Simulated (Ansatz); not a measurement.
```yaml
atoms:
  - { symbol: C, position_ang: [0.0000, 0.0000, -1.6321] }
  - { symbol: Br, position_ang: [0.0000, 0.0000, 0.4518] }
  - { symbol: H, position_ang: [0.0000, -1.1226, -2.0066] }
  - { symbol: H, position_ang: [-0.9722, 0.5613, -2.0066] }
  - { symbol: H, position_ang: [0.9722, 0.5613, -2.0066] }
```

Basis set: cc-pVDZ (spherical functions). Left uncorrelated: 10 orbitals. Charge 0, multiplicity 1.

Computed with Ansatz (development build ahead of 0.2.0); each method stands on the lowest determinant of its kind that the runs found. Restricted open shells among the atoms or ions are ROHF, correlated in semicanonical orbitals with singles.

Give the atomization energy at this shape (free ground-state atoms in the same class of orbitals less the molecule, no zero-point energy) of singlet CH₃Br by RHF-MP2, RHF.

```tsv
method	atomization energy
RHF-MP2	346.16 kcal/mol
RHF	271.16 kcal/mol
```

Caution: the shape is not the minimum.
